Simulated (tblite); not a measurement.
Record of a relaxation.

Species: C₆H₁₀B₂F₂.
Atom-mapped SMILES: `[CH2:1]=[C:2]1[C@@H:3]([B:4]([CH3:5])[CH3:6])[C@H:7]1[B:8]([F:9])[F:10]` (hydrogens: H11, H12 on C1; H13 on C3; H14, H15, H16 on C5; H17, H18, H19 on C6; H20 on C7)

Computed with GFN2-xTB (tblite), gas phase: L-BFGS steps from a force-field or distance-geometry start until the largest atomic force falls under 0.01 eV/Å. 8 of its 103 geometries are shown.

Step 0: E = -812.3440 eV, largest atomic force 3.675 eV/Å
```
atom  x, y, z in Å  |  force x, y, z in eV/Å
C1      0.353    0.709   -2.445   -0.229   0.329   0.819
C2      0.826    0.439   -1.247    0.629   0.379   0.663
C3      0.840    0.604    0.250   -1.112   0.503   0.047
B4     -0.500    0.060    0.890   -0.888   1.560  -0.468
C5     -1.647   -0.548   -0.045   -0.217   0.685   0.519
C6     -1.093    0.964    2.079    0.407  -0.122  -0.543
C7      1.809   -0.310   -0.436    1.559  -1.317  -1.649
B8      1.645   -1.820   -0.097   -1.257  -2.144   2.216
F9      2.396   -2.319    1.058   -1.767   0.742  -2.927
F10     0.505   -2.641   -0.470    3.070   1.791   0.935
H11    -0.486    1.407   -2.579    0.608  -0.411  -0.017
H12     0.782    0.228   -3.302   -0.120  -0.002  -0.200
H13     1.312    1.483    0.721   -0.351  -0.316  -0.431
H14    -2.417    0.271   -0.124    0.554  -0.893   0.070
H15    -1.313   -0.726   -1.069   -0.321  -0.637   0.437
H16    -2.144   -1.388    0.469    0.203   0.193  -0.774
H17    -1.728    0.381    2.753    0.283   0.448   0.075
H18    -0.262    1.486    2.588   -0.899  -0.178   0.135
H19    -1.752    1.707    1.556    0.684  -0.493   0.764
H20     2.869    0.027   -0.554   -0.834  -0.116   0.331
```

Step 15: E = -813.6684 eV, largest atomic force 0.253 eV/Å
```
atom  x, y, z in Å  |  force x, y, z in eV/Å
C1      0.436    0.707   -2.469   -0.044   0.037  -0.042
C2      0.943    0.437   -1.296   -0.064   0.013  -0.005
C3      0.769    0.672    0.144   -0.131   0.061  -0.008
B4     -0.624    0.314    0.770   -0.135   0.007   0.025
C5     -1.686   -0.541   -0.041   -0.015   0.012  -0.058
C6     -1.083    1.028    2.109   -0.009   0.004   0.033
C7      1.800   -0.369   -0.437    0.006  -0.043   0.120
B8      1.600   -1.848   -0.040   -0.110   0.070   0.074
F9      2.397   -2.413    0.851    0.082  -0.111  -0.050
F10     0.619   -2.624   -0.445   -0.078  -0.129  -0.053
H11    -0.344    1.441   -2.549   -0.105   0.166  -0.046
H12     0.733    0.245   -3.390    0.216  -0.128  -0.030
H13     1.285    1.533    0.562   -0.067   0.014  -0.012
H14    -2.560    0.066   -0.272   -0.031   0.125   0.140
H15    -1.335   -0.904   -1.003    0.166  -0.099   0.057
H16    -2.078   -1.399    0.506    0.140   0.074   0.072
H17    -1.667    0.376    2.757   -0.006  -0.025  -0.070
H18    -0.289    1.456    2.717    0.103  -0.075  -0.098
H19    -1.745    1.859    1.856   -0.005  -0.045  -0.042
H20     2.823   -0.026   -0.333    0.086   0.072  -0.007
```

Step 29: E = -813.7519 eV, largest atomic force 0.162 eV/Å
```
atom  x, y, z in Å  |  force x, y, z in eV/Å
C1      0.526    0.717   -2.525    0.006  -0.017   0.000
C2      0.897    0.473   -1.294    0.003  -0.021  -0.063
C3      0.686    0.764    0.125   -0.037   0.011  -0.157
B4     -0.681    0.371    0.768    0.120  -0.068  -0.029
C5     -1.684   -0.575    0.001   -0.046   0.078   0.041
C6     -1.079    1.033    2.141   -0.036  -0.017  -0.041
C7      1.697   -0.338   -0.365   -0.007   0.055  -0.005
B8      1.519   -1.849   -0.056    0.082  -0.057  -0.036
F9      2.448   -2.493    0.640   -0.044   0.058  -0.047
F10     0.546   -2.647   -0.458    0.007   0.157   0.021
H11    -0.215    1.475   -2.734    0.114  -0.062  -0.014
H12     0.934    0.182   -3.369   -0.009   0.037   0.066
H13     1.193    1.649    0.507   -0.042  -0.129  -0.003
H14    -2.580   -0.010   -0.253   -0.073   0.010   0.054
H15    -1.312   -0.990   -0.934    0.069   0.006   0.136
H16    -2.018   -1.397    0.631    0.000  -0.005  -0.047
H17    -1.663    0.361    2.762   -0.053   0.026   0.094
H18    -0.235    1.397    2.724   -0.011  -0.050  -0.025
H19    -1.711    1.897    1.939   -0.044   0.021   0.034
H20     2.729   -0.011   -0.253    0.000  -0.033   0.019
```

Step 44: E = -813.7842 eV, largest atomic force 0.103 eV/Å
```
atom  x, y, z in Å  |  force x, y, z in eV/Å
C1      0.641    0.699   -2.584   -0.018  -0.002   0.011
C2      0.890    0.485   -1.320    0.020  -0.046   0.090
C3      0.619    0.776    0.085   -0.043   0.052   0.010
B4     -0.717    0.367    0.788   -0.018  -0.019  -0.007
C5     -1.730   -0.597    0.072   -0.032   0.006  -0.016
C6     -1.083    1.026    2.176    0.000   0.000  -0.007
C7      1.677   -0.299   -0.348    0.022  -0.005  -0.056
B8      1.508   -1.819   -0.110   -0.011   0.031  -0.008
F9      2.474   -2.534    0.445    0.092   0.007   0.021
F10     0.468   -2.555   -0.450   -0.016   0.023  -0.014
H11    -0.073    1.442   -2.897   -0.012  -0.010  -0.003
H12     1.141    0.144   -3.361    0.015   0.017  -0.011
H13     1.103    1.669    0.473    0.023   0.030  -0.015
H14    -2.646   -0.060   -0.175   -0.023   0.010   0.033
H15    -1.349   -1.018   -0.854   -0.047  -0.019  -0.006
H16    -2.034   -1.421    0.716    0.004   0.009  -0.021
H17    -1.690    0.383    2.809    0.006  -0.005  -0.015
H18    -0.218    1.347    2.752    0.014  -0.013  -0.011
H19    -1.681    1.920    1.995    0.010   0.005  -0.014
H20     2.697    0.055   -0.214    0.012  -0.072   0.036
```

Step 58: E = -813.7939 eV, largest atomic force 0.035 eV/Å
```
atom  x, y, z in Å  |  force x, y, z in eV/Å
C1      0.683    0.685   -2.590   -0.011  -0.010  -0.006
C2      0.913    0.479   -1.321   -0.008  -0.012  -0.028
C3      0.603    0.771    0.072    0.005  -0.015  -0.001
B4     -0.735    0.355    0.771   -0.017   0.028   0.013
C5     -1.786   -0.592    0.085    0.010   0.004  -0.004
C6     -1.077    1.016    2.163    0.003   0.005   0.021
C7      1.696   -0.285   -0.331   -0.017  -0.006   0.018
B8      1.532   -1.806   -0.119    0.024  -0.016   0.020
F9      2.528   -2.532    0.372    0.000   0.005  -0.009
F10     0.471   -2.528   -0.425    0.012   0.024   0.009
H11    -0.060    1.396   -2.913    0.015   0.011  -0.011
H12     1.225    0.161   -3.360   -0.015  -0.001   0.009
H13     1.066    1.680    0.451   -0.007  -0.011   0.018
H14    -2.716   -0.050   -0.088    0.004  -0.006   0.006
H15    -1.465   -1.006   -0.866   -0.007   0.009  -0.016
H16    -2.048   -1.423    0.737    0.003  -0.010  -0.018
H17    -1.700    0.389    2.797   -0.006  -0.009  -0.008
H18    -0.199    1.305    2.736    0.013   0.002   0.003
H19    -1.647    1.930    1.992    0.018   0.001  -0.013
H20     2.711    0.067   -0.164   -0.018   0.007  -0.002
```

Step 73: E = -813.7977 eV, largest atomic force 0.034 eV/Å
```
atom  x, y, z in Å  |  force x, y, z in eV/Å
C1      0.687    0.673   -2.589    0.005  -0.020  -0.006
C2      0.909    0.471   -1.318   -0.025   0.010  -0.020
C3      0.592    0.766    0.073   -0.010  -0.001  -0.003
B4     -0.751    0.350    0.767    0.001   0.007  -0.001
C5     -1.811   -0.580    0.071    0.017  -0.001  -0.005
C6     -1.071    1.010    2.164    0.001  -0.003  -0.008
C7      1.694   -0.282   -0.320   -0.016   0.005   0.022
B8      1.557   -1.805   -0.102   -0.012   0.015  -0.012
F9      2.578   -2.528    0.336   -0.003   0.016  -0.001
F10     0.484   -2.528   -0.362   -0.017   0.006   0.015
H11    -0.039    1.394   -2.927   -0.011  -0.021   0.022
H12     1.224    0.131   -3.350    0.019   0.010  -0.012
H13     1.043    1.679    0.456    0.007  -0.021   0.004
H14    -2.762   -0.058   -0.034    0.012   0.002   0.002
H15    -1.518   -0.936   -0.912    0.006   0.012  -0.013
H16    -2.027   -1.455    0.682    0.022  -0.002   0.007
H17    -1.723    0.410    2.795    0.007  -0.002  -0.015
H18    -0.178    1.260    2.735   -0.020  -0.007   0.019
H19    -1.597    1.950    1.990    0.008   0.007   0.010
H20     2.703    0.089   -0.158    0.008  -0.011  -0.006
```

Step 87: E = -813.8041 eV, largest atomic force 0.046 eV/Å
```
atom  x, y, z in Å  |  force x, y, z in eV/Å
C1      0.679    0.645   -2.593   -0.004  -0.023   0.000
C2      0.897    0.464   -1.318    0.013   0.002   0.007
C3      0.585    0.770    0.070    0.004   0.025  -0.006
B4     -0.762    0.365    0.761    0.008  -0.008  -0.014
C5     -1.814   -0.551    0.037    0.008   0.014  -0.001
C6     -1.073    1.000    2.171   -0.007  -0.006  -0.012
C7      1.689   -0.276   -0.311    0.012   0.012  -0.027
B8      1.561   -1.794   -0.071    0.010  -0.002   0.045
F9      2.619   -2.512    0.282   -0.019  -0.004  -0.013
F10     0.462   -2.514   -0.194   -0.005   0.008  -0.014
H11    -0.064    1.343   -2.944    0.024   0.005   0.019
H12     1.234    0.105   -3.343   -0.011  -0.009  -0.023
H13     1.040    1.684    0.443   -0.011   0.029   0.015
H14    -2.807   -0.105    0.047   -0.002   0.004   0.016
H15    -1.558   -0.782   -0.993   -0.004  -0.004  -0.020
H16    -1.912   -1.500    0.561    0.004  -0.017   0.023
H17    -1.792    0.432    2.755   -0.015  -0.008   0.015
H18    -0.182    1.149    2.778    0.000  -0.012   0.010
H19    -1.506    1.990    2.023   -0.003   0.003  -0.006
H20     2.700    0.098   -0.165    0.001  -0.008  -0.010
```

Step 102: E = -813.8063 eV, largest atomic force 0.009 eV/Å
```
atom  x, y, z in Å  |  force x, y, z in eV/Å
C1      0.680    0.627   -2.596   -0.004  -0.002  -0.005
C2      0.903    0.462   -1.320    0.005  -0.002   0.002
C3      0.588    0.784    0.065    0.003   0.001  -0.001
B4     -0.759    0.370    0.752    0.001   0.005  -0.003
C5     -1.813   -0.541    0.028    0.005   0.005   0.003
C6     -1.075    0.987    2.170   -0.003   0.000  -0.004
C7      1.693   -0.266   -0.303    0.000   0.002   0.001
B8      1.560   -1.782   -0.051   -0.001   0.004  -0.001
F9      2.620   -2.514    0.259    0.002   0.002   0.008
F10     0.449   -2.489   -0.136   -0.004  -0.005  -0.007
H11    -0.055    1.332   -2.946   -0.002   0.000  -0.007
H12     1.222    0.075   -3.346    0.003  -0.001  -0.001
H13     1.034    1.706    0.432    0.004  -0.002   0.007
H14    -2.818   -0.128    0.099   -0.004  -0.001   0.002
H15    -1.594   -0.728   -1.020   -0.002  -0.001  -0.004
H16    -1.858   -1.512    0.521   -0.002  -0.005   0.004
H17    -1.829    0.436    2.726    0.000  -0.002   0.005
H18    -0.193    1.089    2.799    0.000  -0.007   0.000
H19    -1.466    1.996    2.033    0.001   0.005   0.001
H20     2.706    0.106   -0.168    0.000   0.004  -0.002
```

**Question.** Summarise the path.

**Answer.** The energy falls by 1.4623 eV from step 0 to step 102; nine tenths of that is first reached at step 15. It falls at every step. The largest force goes from 3.675 to 0.009 eV/Å. Among the bonds B8–F9 changes most, from 1.465 to 1.326 Å; the atoms move by 0.419 Å rms after alignment.

What follows is the cost of the whole relaxation. Hardware: an Arm Neoverse N1 with one thread, shared host with 64 logical CPUs at a one-minute load of 60. Cost: 1.3 s of wall time.
